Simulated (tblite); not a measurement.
Species: C8H13FSi.
SMILES with atom numbers: `[CH3:1][C:2]#[C:3]/[C:4](=[CH:5]\[SiH2:6][CH2:7][F:8])[CH2:9][CH3:10]` (hydrogens: H11, H12, H13 on C1; H14 on C5; H15, H16 on Si6; H17, H18 on C7; H19, H20 on C9; H21, H22, H23 on C10)

The geometry is computed with GFN2-xTB (gas phase).

**Question.** What internal coordinates does the optimisation give?

**Answer.** 
```tsv
bond	length (Å)	order
C1–C2	1.444	single
C2≡C3	1.204	triple
C3–C4	1.413	single
C4=C5	1.341	double
C5–Si6	1.871	single
Si6–C7	1.920	single
C7–F8	1.383	single
C4–C9	1.505	single
C9–C10	1.529	single
C1–H11, C1–H12, C1–H13	1.090	single
C5–H14	1.084	single
Si6–H15, Si6–H16	1.467	single
C7–H17, C7–H18	1.092	single
C9–H19, C9–H20	1.093	single
C10–H21, C10–H22, C10–H23	1.088	single
```

Bonds in one row agree within 0.01 Å and their mean is given. Orders are formal, as drawn. A selection of angles:
```tsv
angle	degrees
C2–C1–H11	110.2
H11–C1–H12	108.7
C1–C2–C3	178.9
C2–C3–C4	177.2
C3–C4–C5	121.2
C3–C4–C9	115.3
C5–C4–C9	123.4
C4–C5–Si6	124.2
C4–C5–H14	117.3
Si6–C5–H14	118.5
C5–Si6–C7	106.7
C5–Si6–H15	112.9
C7–Si6–H15	105.8
C7–Si6–H16	107.8
H15–Si6–H16	110.4
Si6–C7–F8	110.6
Si6–C7–H17	112.3
Si6–C7–H18	113.0
F8–C7–H17	106.2
H17–C7–H18	108.2
C4–C9–C10	111.2
C4–C9–H19	109.5
C10–C9–H19	109.7
H19–C9–H20	108.4
C9–C10–H21	110.3
H21–C10–H22	108.7
H22–C10–H23	108.4
```

Dihedral angles: C3–C4–C5–Si6 1° (synperiplanar); C4–C5–Si6–C7 178° (antiperiplanar); C5–Si6–C7–F8 -65° (synclinal); C3–C4–C9–C10 65° (synclinal). The mirror-image conformer, all signs reversed, is as good.

The 6 C–C bonds span 1.204 Å (C2≡C3, drawn triple) to 1.529 Å (C9–C10, drawn single), a spread of 0.325 Å. The 2 C–Si bonds span 1.871 Å (C5–Si6, drawn single) to 1.920 Å (Si6–C7, drawn single), a spread of 0.049 Å. Of the pairs four or more bonds apart, C3···H22 is among the closest relative to their van der Waals radii: 2.74 Å, 94 % of the sum of Bondi's values. Si6 (SiH2 silicon) is distorted tetrahedral (angles from 105.8° to 112.9°).

Point group: C1 (no symmetry element, even within 0.4 Å). Its lowest GFN2-xTB frequency is 18i cm⁻¹, too small to tell a flat minimum from a shallow saddle. The numbers are those of one conformer.
